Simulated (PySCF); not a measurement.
**A series of related molecules**

Theory: quadratic response CAM-B3LYP/aug-cc-pVDZ first hyperpolarisability, Taylor convention, gas phase in PySCF 2.14.0. Geometry: PBE0-D3(BJ)/def2-SVP.

Each molecule in one low-energy conformer.

The calculation is non-relativistic, which matters for the atoms heavier than Zn.

Task: Order by norm of the vector part βᵢ = ⅓ Σⱼ (βᵢⱼⱼ + βⱼᵢⱼ + βⱼⱼᵢ) of the static first hyperpolarisability, lowest first.
A. COc1cccc(S)c1
B. COc1cccc(Br)c1
C. COc1cccc(C=O)c1
D. COc1cccc(Cl)c1

Result: D (191 au), B (222 au), A (264 au), C (382 au).

All values:
| molecule | change | static β vector norm (au) | static β HRS (au) | S1 (eV) |
| --- | --- | --- | --- | --- |
| COc1cccc(Cl)c1 | H on C replaced by Cl | 191 | 98 | 5.07 |
| COc1cccc(C=O)c1 | H on C replaced by CHO | 382 | 148 | 3.86 |
| COc1cccc(S)c1 | H on C replaced by SH | 264 | 134 | 4.91 |
| COc1cccc(Br)c1 | H on C replaced by Br | 222 | 106 | 5.05 |
